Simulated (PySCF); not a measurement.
# Fractional electron number in Mo (molybdenum, neutral)

The 5s alpha orbital of [Kr] 4d5 5s1 is emptied in steps (occupation f), with all orbitals relaxed, ending at [Kr] 4d5. Computed with PySCF 2.14 in x2c-TZVPall, with scalar relativity by spin-free X2C-1e. The exact energy is a straight line in f; departures are measured from the line between the end points of the same method.

```csv
f,UHF (eV),LDA (eV),PBE (eV)
1,0.000,0.000,0.000
0.9,0.021,-0.261,-0.257
0.7,0.047,-0.612,-0.604
0.5,0.054,-0.733,-0.725
0.3,0.044,-0.619,-0.613
0.1,0.018,-0.266,-0.265
0,0.000,0.000,0.000
```

**Question.** For PBE, how does the orbital energy at f = 1 compare with the removal energy?

**Answer.** −ε = 4.606 eV against a total-energy difference of 7.452 eV. By Janak's theorem ε = ∂E/∂f, so the gap between them reflects the curvature. Along the path −ε is 5.157 (f = 0.9), 6.279 (f = 0.7), 7.426 (f = 0.5), 8.598 (f = 0.3), 9.794 (f = 0.1) eV.

```json
{"method": "UHF", "E(f=0) − E(f=1) (eV)": "6.255", "−ε at f=1 (eV)": "6.491", "−ε at f=0.5 (eV)": "6.247"}
{"method": "LDA", "E(f=0) − E(f=1) (eV)": "7.716", "−ε at f=1 (eV)": "4.829", "−ε at f=0.5 (eV)": "7.698"}
{"method": "PBE", "E(f=0) − E(f=1) (eV)": "7.452", "−ε at f=1 (eV)": "4.606", "−ε at f=0.5 (eV)": "7.426"}
```

Reference removal energy between the ground levels: 7.092 eV (measured; NIST Atomic Spectra Database, ionization energies). UHF lacks correlation.
